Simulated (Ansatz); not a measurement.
Computed with Ansatz on PBE0-D4/def2-TZVP structures; ΔE is electronic, products minus reactants. CCSD(T)/CBS is the MP2 limit (def2-TZVPP, def2-QZVPP) plus CCSD(T) − MP2 in def2-TZVPP, frozen cores. This one scheme is used for every species. Functionals use def2-TZVPP. Each species was taken in one conformer, which may not be the lowest.

Consider the formal exchange of groups at the Si–C bond: `C[SiH2]C[SiH2]O` + CH₄ → `C[SiH2]O` + `C[SiH2]C`.

```tsv
species	PBE-D4 energy (Eh)
`C[SiH2]C[SiH2]O`	-736.09221
CH₄	-40.46517
`C[SiH2]O`	-406.25083
`C[SiH2]C`	-370.30196
```

Problem. Work out ΔE.

Solution. ΔE = (-406.25083) + (-370.30196) − (-736.09221) − (-40.46517) = 0.00459 Eh = +12.1 kJ/mol. CCSD(T)/CBS gives +12.4 kJ/mol.

Largest T1 diagnostic among the species: 0.011.

In def2-TZVPP, CCSD(T) changes the Hartree–Fock value by +8.9 kJ/mol (the triples alone add +1.8 kJ/mol) and MP2 by +10.5 kJ/mol. The D4 term adds +7.8 kJ/mol with B3LYP and +4.6 kJ/mol with PBE0; it sums over pairs of atoms, weighted by their polarisabilities, and B3LYP, whose exchange is more repulsive, gets the larger term.

B3LYP here is the variant with VWN-RPA as its local correlation; programs differ in this.
